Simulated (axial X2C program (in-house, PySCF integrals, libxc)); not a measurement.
## WSi: one setting changed

Computed with an in-house all-electron X2C program for linear molecules (integrals from PySCF), spin-free (one-electron X2C) or two-component (2c: spin–orbit coupling with atomic mean-field Coulomb and Gaunt terms, which also bring small scalar terms), in Dyall basis sets with cores contracted in-house; open shells are unrestricted.

Basis sets: Si dyall-v3z, W dyall-v3z.

Standard run:

```json
{"Hamiltonian": "spin-free", "level": "PBE0", "state": "M_S = 2, Λ = 1", "Re (Å)": "2.314", "ωe (cm⁻¹)": "388.3", "De (eV)": "n/a"}
{"Hamiltonian": "spin-free", "level": "HF", "state": "M_S = 2, Λ = 1", "Re (Å)": "2.584", "ωe (cm⁻¹)": "228.3", "De (eV)": "n/a"}
{"Hamiltonian": "spin-free", "level": "B97-3", "state": "M_S = 2, Λ = 1", "Re (Å)": "2.322", "ωe (cm⁻¹)": "387.7", "De (eV)": "3.16"}
{"Hamiltonian": "2c", "level": "HF", "state": "Ω = 3", "Re (Å)": "2.577", "ωe (cm⁻¹)": "230.0", "De (eV)": "n/a"}
```

The run was repeated with density fitting set too sparse (auxb = 4, standard 2):

```
Hamiltonian  level           state  Re (Å)  ωe (cm⁻¹)  De (eV)  points converged
  spin-free   PBE0  M_S = 2, Λ = 1   2.439      332.5     1.17                 5
  spin-free     HF  M_S = 2, Λ = 1     n/a        n/a      n/a                 5
  spin-free  B97-3  M_S = 2, Λ = 1   2.440      336.2     1.72                 5
         2c     HF           Ω = 3     n/a        n/a      n/a                 5
```

These are results of a setting spoiled on purpose, not properties of the molecule.

**Question.** How far did the change move Re and ωe against the standard run?

**Answer.** PBE0 spin-free: ΔRe 0.125 Å, Δωe -55.8 cm⁻¹; B97-3 spin-free: ΔRe 0.118 Å, Δωe -51.5 cm⁻¹.

Each entry is the lowest single determinant of a limited PBE0 search at one distance. De goes to single-determinant-based atoms at the same level (for ions the charge split of lowest energy) and is withheld (n/a) where an atom does not fit its ground term or J level. Main or longest-lived isotopes. One determinant is a doubtful description, or other states lie close, for WSi; these need not be ground states, and all values refer to the states named. Some open-shell Ω = 0 determinants are out of reach, so the Ω given for WSi need not be the lowest component. With several unpaired electrons the Ω given is that of one determinant, not necessarily of the lowest component. The functionals have no current term, which raises determinants with orbital currents.
